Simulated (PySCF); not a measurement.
C4H4F2, SMILES C(/C(=C/F)F)=C. Atoms are numbered in the order given.

```xyz
10

C      0.0449    -2.4464     0.0000
C      0.6903    -1.2738     0.0000
C      0.0206     0.0107     0.0000
F     -1.3107    -0.0121     0.0000
C      0.6639     1.1874     0.0000
F      0.0218     2.3438     0.0000
H     -1.0468    -2.4881     0.0000
H      0.5925    -3.3905     0.0000
H      1.7840    -1.2383     0.0000
H      1.7529     1.2634     0.0000
```
Charge 0, spin multiplicity 1.

The structure is a stationary point at PBE0-D3(BJ)/def2-SVP. Other conformers were not sampled.

The numbers are results of PBE0/pcSseg-1 (PySCF), not measurements.

GIAO shieldings, no solvent; atoms listed in one row are averaged. δ = σ(ref) − σ: ¹³C against TMS (σ = 186.3 ppm); ¹⁹F against CFCl3 (σ = 167.2 ppm); ¹H against TMS (σ = 31.56 ppm), references at their B3LYP-D3(BJ)/def2-TZVP geometries, non-relativistic.

### Question
Estimate the chemical shifts. (The exact figures need the calculation; the answer reports its results.)

### Answer

```csv
nucleus,atoms,count,δ (ppm)
¹³C,C3,1,156.4
¹³C,C5,1,146.6
¹³C,C2,1,133.6
¹³C,C1,1,124.2
¹⁹F,F4,1,-163.7
¹⁹F,F6,1,-164.6
¹H,H10,1,6.77
¹H,H7,1,6.21
¹H,H9,1,6.19
¹H,H8,1,5.77
```
